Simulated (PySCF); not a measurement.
Shieldings and the share of exact exchange

Molecule: `C=COC[SiH2]O`, C₃H₈O₂Si.

Atoms are numbered as in `[CH2:1]=[CH:2][O:3][CH2:4][SiH2:5][OH:6]`. Hydrogens are named by the atom that carries them. Ha(C1) is cis to O3; Hb(C1) is trans to O3.

GIAO shieldings (ppm, equivalent atoms averaged) in PySCF 2.14 on the PBE0-D3(BJ)/def2-SVP geometry, basis pcSseg-1, gas phase, non-relativistic:

```csv
functional,exact exchange (%),σ(C4),σ(O3),σ(O6),σ(Si5)
BLYP,0,115.0,197.8,313.2,346.2
BP86,0,120.4,203.2,315.9,351.5
PBE,0,120.8,201.7,316.4,351.9
PBE0,25,127.3,220.7,323.3,368.8
mPW1PW91,25,126.5,220.6,322.7,367.9
BHandHLYP,50,128.0,234.9,326.1,380.0
HF,100,139.7,264.8,333.4,416.7
```

Question: Fit each shielding as a line in the percentage of exact exchange.

Answer: σ(C4) = 119.6 + 0.20 x (rms 2.3 ppm); σ(O3) = 202.2 + 0.64 x (rms 2.2 ppm); σ(O6) = 316.3 + 0.18 x (rms 1.7 ppm); σ(Si5) = 350.2 + 0.66 x (rms 2.3 ppm). The functionals also differ in their semilocal parts, which the line can't hold; Hartree–Fock has no correlation at all.

Question: What does the line predict for B3LYP (20 %), and what does the run give?

Answer: σ(C4): 123.6 predicted, 120.7 computed; σ(O3): 215.0 predicted, 213.7 computed; σ(O6): 319.9 predicted, 319.3 computed; σ(Si5): 363.4 predicted, 359.5 computed ppm.
